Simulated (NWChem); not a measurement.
Program: NWChem. System: H6BN, charge 1, spin multiplicity 2, at the geometry of a parent with another charge or spin, in a state set for the comparison that need not be this species' ground state. Its SCF solution wasn't tested for a lower state. Level: UHF/def2-TZVP.

Input file:

```
start mol
memory heap 200 mb stack 900 mb global 1100 mb
charge 1
geometry units angstroms nocenter noautoz
  B      0.924952    -0.070347     0.000000
  N     -0.724072     0.055072     0.000000
  H      1.331774     1.082544     0.000000
  H      1.197490    -0.682996    -1.022285
  H      1.197490    -0.682996     1.022285
  H     -1.058213     0.558367     0.825339
  H     -1.166584    -0.867053     0.000000
  H     -1.058213     0.558367    -0.825339
  symmetry group Cs
end
basis spherical
  * library def2-tzvp
end
scf
  uhf
  nopen 1
  maxiter 100
  thresh 1e-7
  semidirect memsize 60000000 filesize 0
  # guess.movecs holds the orbitals of an unrestricted PBE0 run
  vectors input guess.movecs output mol.movecs
end
task scf energy
```

Part of the output:

```
             Northwest Computational Chemistry Package (NWChem) 7.3.0
             --------------------------------------------------------

                                NWChem Input Module
                                -------------------

 Scaling coordinates for geometry "geometry" by  1.889725989
 (inverse scale =  0.529177249)

 Turning off AUTOSYM since
 SYMMETRY directive was detected!

                             Geometry "geometry" -> ""
                             -------------------------

 Output coordinates in angstroms (scale by  1.889725989 to convert to a.u.)

  No.       Tag          Charge          X              Y              Z
 ---- ---------------- ---------- -------------- -------------- --------------
    1 B                    5.0000     0.92495200    -0.07034700     0.00000000
    2 N                    7.0000    -0.72407200     0.05507200     0.00000000
    3 H                    1.0000     1.33177400     1.08254400     0.00000000
    4 H                    1.0000     1.19749000    -0.68299600    -1.02228500
    5 H                    1.0000     1.19749000    -0.68299600     1.02228500
    6 H                    1.0000    -1.05821300     0.55836700     0.82533900
    7 H                    1.0000    -1.16658400    -0.86705300     0.00000000
    8 H                    1.0000    -1.05821300     0.55836700    -0.82533900

 Effective nuclear repulsion energy (a.u.)      40.4072154883

            Nuclear Dipole moment (a.u.)
            ----------------------------
        X                 Y               Z
 ---------------- ---------------- ----------------
     0.0000000000     0.0000037795     0.0000000000

      Symmetry information
      --------------------

 Group name             Cs
 Group number              2
 Group order               2
 No. of unique centers     6

      Symmetry unique atoms

     1    2    3    4    6    7


 Summary of "ao basis" -> "" (spherical)
 ------------------------------------------------------------------------------
       Tag                 Description            Shells   Functions and Types
 ---------------- ------------------------------  ------  ---------------------
 *                         def2-tzvp                  on all atoms

 Summary of "ao basis" -> "ao basis" (spherical)
 ------------------------------------------------------------------------------
       Tag                 Description            Shells   Functions and Types
 ---------------- ------------------------------  ------  ---------------------
 B                         def2-tzvp                11       31   5s3p2d1f
 N                         def2-tzvp                11       31   5s3p2d1f
 H                         def2-tzvp                 4        6   3s1p

                                 NWChem SCF Module
                                 -----------------

  ao basis        = "ao basis"
  functions       =    98
  atoms           =     8
  alpha electrons =     9
  beta  electrons =     8
  charge          =   1.00
  wavefunction    = UHF
  use symmetry    = T
  symmetry adapt  = T

 Summary of "ao basis" -> "ao basis" (spherical)
 ------------------------------------------------------------------------------
       Tag                 Description            Shells   Functions and Types
 ---------------- ------------------------------  ------  ---------------------
 B                         def2-tzvp                11       31   5s3p2d1f
 N                         def2-tzvp                11       31   5s3p2d1f
 H                         def2-tzvp                 4        6   3s1p

      Symmetry analysis of basis
      --------------------------

        a'         64
        a"         34

 Forming initial guess at       0.1s

   Symmetry analysis of molecular orbitals - initial alpha
   -------------------------------------------------------

  Numbering of irreducible representations:

     1 a'          2 a"

  Orbital symmetries:

     1 a'          2 a'          3 a'          4 a'          5 a'
     6 a"          7 a'          8 a'          9 a"         10 a'
    11 a'         12 a"         13 a'         14 a'         15 a'
    16 a"         17 a'         18 a"         19 a'

   Symmetry analysis of molecular orbitals - initial beta
   ------------------------------------------------------

  Numbering of irreducible representations:

     1 a'          2 a"

  Orbital symmetries:

     1 a'          2 a'          3 a'          4 a'          5 a"
     6 a'          7 a'          8 a"          9 a'         10 a'
    11 a"         12 a'         13 a'         14 a'         15 a"
    16 a'         17 a"         18 a'         19 a'

 Starting SCF solution at       0.1s

 ----------------------------------------------
         Quadratically convergent UHF

 Convergence threshold     :          1.000E-07
 Maximum no. of iterations :          100
 Integral*density screening:          1.000E-09
 ----------------------------------------------

              iter       energy          gnorm     gmax       time
             ----- ------------------- --------- --------- --------
                 1      -82.2751585963  3.98D-01  9.36D-02      0.9
                 2      -82.2897525580  2.20D-02  1.19D-02      1.3
                 3      -82.2904232462  2.32D-03  4.92D-04      1.9
                 4      -82.2904253740  5.57D-06  2.52D-06      2.7
                 5      -82.2904253741  3.67D-09  9.07D-10      3.7

       Final UHF  results
       ------------------

         Total SCF energy =    -82.290425374080
      One electron energy =   -185.442895492305
[...]
 Vector    7  Occ=1.000000D+00  E=-8.438884D-01  Symmetry=a'
              MO Center=  3.1D-01,  2.4D-01, -6.1D-15, r^2= 1.9D+00
   Bfn.  Coefficient  Atom+Function         Bfn.  Coefficient  Atom+Function
  ----- ------------  ---------------      ----- ------------  ---------------
    64      0.302112  3 H  s                 37     -0.258349  2 N  px
    40     -0.250031  2 N  px                63      0.170356  3 H  s
     7      0.169449  1 B  py

 Vector    8  Occ=1.000000D+00  E=-7.656474D-01  Symmetry=a'
              MO Center=  6.5D-01, -3.1D-01,  4.3D-15, r^2= 2.0D+00
   Bfn.  Coefficient  Atom+Function         Bfn.  Coefficient  Atom+Function
  ----- ------------  ---------------      ----- ------------  ---------------
    37      0.215753  2 N  px                40      0.209833  2 N  px
     7      0.191284  1 B  py                70     -0.166301  4 H  s
    76     -0.166301  5 H  s                 10      0.161610  1 B  py
     4     -0.160374  1 B  s                  6     -0.154060  1 B  px

 Vector    9  Occ=1.000000D+00  E=-7.114390D-01  Symmetry=a"
              MO Center=  1.0D+00, -4.0D-01, -4.3D-15, r^2= 1.7D+00
   Bfn.  Coefficient  Atom+Function         Bfn.  Coefficient  Atom+Function
  ----- ------------  ---------------      ----- ------------  ---------------
     8      0.300360  1 B  pz                11      0.272206  1 B  pz
    70     -0.219604  4 H  s                 76      0.219604  5 H  s

 Vector   10  Occ=0.000000D+00  E=-9.259479D-02  Symmetry=a'
              MO Center= -6.7D-01,  2.2D-01, -4.9D-17, r^2= 5.6D+00
   Bfn.  Coefficient  Atom+Function         Bfn.  Coefficient  Atom+Function
  ----- ------------  ---------------      ----- ------------  ---------------
    36      2.191174  2 N  s                  5     -1.461851  1 B  s
    12      0.622268  1 B  px                83     -0.544276  6 H  s
    95     -0.544276  8 H  s                 89     -0.491728  7 H  s
     9      0.365110  1 B  px                 4      0.297105  1 B  s
    34      0.204773  2 N  s                 71      0.184703  4 H  s

 Vector   11  Occ=0.000000D+00  E=-3.080105D-02  Symmetry=a'
              MO Center=  1.1D+00,  4.4D-01,  4.7D-16, r^2= 7.3D+00
   Bfn.  Coefficient  Atom+Function         Bfn.  Coefficient  Atom+Function
  ----- ------------  ---------------      ----- ------------  ---------------
     5      2.714796  1 B  s                  4     -1.423406  1 B  s
    13      0.962870  1 B  py                65     -0.955085  3 H  s
    89     -0.958240  7 H  s                 44     -0.475866  2 N  py
    36      0.446308  2 N  s                 12      0.422528  1 B  px
    71     -0.342720  4 H  s                 77     -0.342720  5 H  s

 Vector   12  Occ=0.000000D+00  E=-2.750610D-02  Symmetry=a"
              MO Center=  3.5D-02,  8.3D-01,  4.7D-16, r^2= 6.7D+00
   Bfn.  Coefficient  Atom+Function         Bfn.  Coefficient  Atom+Function
  ----- ------------  ---------------      ----- ------------  ---------------
    14      1.675763  1 B  pz                71      1.083892  4 H  s
    77     -1.083892  5 H  s                 83      0.908085  6 H  s
    95     -0.908085  8 H  s                 45     -0.810447  2 N  pz

                     UHF Final Beta Molecular Orbital Analysis
                     -----------------------------------------

 Vector    6  Occ=1.000000D+00  E=-9.411005D-01  Symmetry=a'
              MO Center= -8.2D-01, -1.1D-01,  3.1D-14, r^2= 9.7D-01
   Bfn.  Coefficient  Atom+Function         Bfn.  Coefficient  Atom+Function
  ----- ------------  ---------------      ----- ------------  ---------------
    38      0.336526  2 N  py                41      0.306126  2 N  py
    88     -0.212354  7 H  s                 87     -0.163404  7 H  s

 Vector    7  Occ=1.000000D+00  E=-7.569977D-01  Symmetry=a'
              MO Center=  5.6D-01, -1.3D-01, -3.7D-14, r^2= 2.0D+00
   Bfn.  Coefficient  Atom+Function         Bfn.  Coefficient  Atom+Function
  ----- ------------  ---------------      ----- ------------  ---------------
    37      0.266914  2 N  px                40      0.260104  2 N  px
     4     -0.225369  1 B  s                  6     -0.212139  1 B  px
     9     -0.173660  1 B  px                 3     -0.151526  1 B  s

 Vector    8  Occ=1.000000D+00  E=-6.818614D-01  Symmetry=a"
              MO Center=  1.0D+00, -3.5D-01,  4.9D-14, r^2= 1.7D+00
   Bfn.  Coefficient  Atom+Function         Bfn.  Coefficient  Atom+Function
  ----- ------------  ---------------      ----- ------------  ---------------
     8      0.316387  1 B  pz                11      0.307790  1 B  pz
    70     -0.192703  4 H  s                 76      0.192703  5 H  s

 Vector    9  Occ=0.000000D+00  E=-3.133781D-01  Symmetry=a'
              MO Center=  1.1D+00,  4.4D-01, -4.9D-14, r^2= 1.9D+00
   Bfn.  Coefficient  Atom+Function         Bfn.  Coefficient  Atom+Function
  ----- ------------  ---------------      ----- ------------  ---------------
    65      0.244424  3 H  s                  7      0.241531  1 B  py
    64      0.223739  3 H  s                 10      0.218952  1 B  py
    63      0.151931  3 H  s

 Vector   10  Occ=0.000000D+00  E=-9.074923D-02  Symmetry=a'
              MO Center= -7.3D-01,  1.8D-01, -4.1D-15, r^2= 5.5D+00
   Bfn.  Coefficient  Atom+Function         Bfn.  Coefficient  Atom+Function
  ----- ------------  ---------------      ----- ------------  ---------------
    36      2.226467  2 N  s                  5     -1.437251  1 B  s
    12      0.606371  1 B  px                83     -0.570288  6 H  s
    95     -0.570288  8 H  s                 89     -0.512341  7 H  s
     9      0.352914  1 B  px                 4      0.262595  1 B  s
    65      0.223036  3 H  s                 34      0.207958  2 N  s

 Vector   11  Occ=0.000000D+00  E=-2.451138D-02  Symmetry=a"
              MO Center= -1.0D-01,  8.3D-01, -3.6D-15, r^2= 6.7D+00
   Bfn.  Coefficient  Atom+Function         Bfn.  Coefficient  Atom+Function
  ----- ------------  ---------------      ----- ------------  ---------------
    14      1.578111  1 B  pz                83      1.007988  6 H  s
    95     -1.007988  8 H  s                 71      0.991339  4 H  s
    77     -0.991339  5 H  s                 45     -0.843547  2 N  pz
    39     -0.153956  2 N  pz

 center of mass
 --------------
 x =   0.02987783 y =  -0.00227101 z =   0.00000000

 moments of inertia (a.u.)
 ------------------
          25.296900452813           5.861215523237           0.000000000000
           5.861215523237         101.913816503195           0.000000000000
           0.000000000000           0.000000000000         102.359551838293

  Mulliken analysis of the total density
  --------------------------------------

    Atom       Charge   Shell Charges
 -----------   ------   -------------------------------------------------------
    1 B    5     5.18   0.91  1.07  0.49  0.60  0.05  0.91  0.95  0.08  0.04  0.07  0.01
    2 N    7     7.43   0.82  1.16  0.51  0.86  0.09  1.51  1.83  0.61  0.01  0.03  0.00
    3 H    1     0.67   0.20  0.42  0.03  0.01
    4 H    1     0.86   0.24  0.48  0.13  0.01
    5 H    1     0.86   0.24  0.48  0.13  0.01
    6 H    1     0.67   0.25  0.37  0.02  0.03
    7 H    1     0.66   0.25  0.36  0.02  0.03
    8 H    1     0.67   0.25  0.37  0.02  0.03

  Mulliken analysis of the alpha density
  --------------------------------------

    Atom       Charge   Shell Charges
 -----------   ------   -------------------------------------------------------
    1 B    5     2.72   0.46  0.53  0.24  0.28  0.03  0.53  0.54  0.04  0.03  0.04  0.01
    2 N    7     3.71   0.41  0.58  0.26  0.43  0.04  0.76  0.92  0.30  0.00  0.02  0.00
    3 H    1     0.61   0.18  0.39  0.03  0.01
    4 H    1     0.48   0.13  0.27  0.07  0.01
    5 H    1     0.48   0.13  0.27  0.07  0.01
    6 H    1     0.34   0.12  0.18  0.01  0.02
    7 H    1     0.33   0.12  0.18  0.01  0.02
    8 H    1     0.34   0.12  0.18  0.01  0.02

   Mulliken analysis of the beta density
   -------------------------------------

    Atom       Charge   Shell Charges
 -----------   ------   -------------------------------------------------------
    1 B    5     2.46   0.46  0.53  0.25  0.32  0.03  0.37  0.41  0.04  0.02  0.03  0.00
    2 N    7     3.72   0.41  0.58  0.26  0.43  0.04  0.76  0.92  0.31  0.00  0.01  0.00
    3 H    1     0.06   0.02  0.04  0.00  0.00
    4 H    1     0.38   0.11  0.21  0.06  0.01
    5 H    1     0.38   0.11  0.21  0.06  0.01
    6 H    1     0.33   0.12  0.18  0.01  0.02
    7 H    1     0.32   0.12  0.18  0.01  0.02
    8 H    1     0.33   0.12  0.18  0.01  0.02

   Mulliken analysis of the spin density
   -------------------------------------

    Atom       Charge   Shell Charges
 -----------   ------   -------------------------------------------------------
    1 B    5     0.27  -0.00  0.00 -0.01 -0.05  0.00  0.16  0.12  0.00  0.01  0.01  0.00
    2 N    7    -0.01  -0.00  0.00 -0.00 -0.00 -0.00 -0.00 -0.00 -0.01  0.00  0.00  0.00
    3 H    1     0.55   0.17  0.35  0.02  0.01
    4 H    1     0.09   0.03  0.06  0.00  0.00
    5 H    1     0.09   0.03  0.06  0.00  0.00
    6 H    1     0.00   0.00  0.00  0.00 -0.00
    7 H    1     0.01   0.00  0.01 -0.00  0.00
    8 H    1     0.00   0.00  0.00  0.00 -0.00

       Multipole analysis of the density wrt the origin
       ------------------------------------------------

     L   x y z        total         alpha         beta         nuclear
     -   - - -        -----         -----         ----         -------
     0   0 0 0      1.000000     -9.000000     -8.000000     18.000000

     1   1 0 0     -0.483388     -1.306475      0.823087      0.000000
     1   0 1 0      0.589009     -0.118486      0.707491      0.000004
     1   0 0 1      0.000000      0.000000     -0.000000      0.000000

     2   2 0 0     -5.239215    -34.209353    -28.844598     57.814735
     2   1 1 0      1.432127      1.318686      3.573019     -3.459578
     2   1 0 1     -0.000000     -0.000000     -0.000000      0.000000
     2   0 2 0     -6.698485    -11.658650     -7.632018     12.592183
     2   0 1 1      0.000000      0.000000      0.000000      0.000000
     2   0 0 2     -8.966839    -11.109881    -10.186065     12.329107

 Task  times  cpu:        3.7s     wall:        3.7s

 Total times  cpu:        3.7s     wall:        3.7s
```
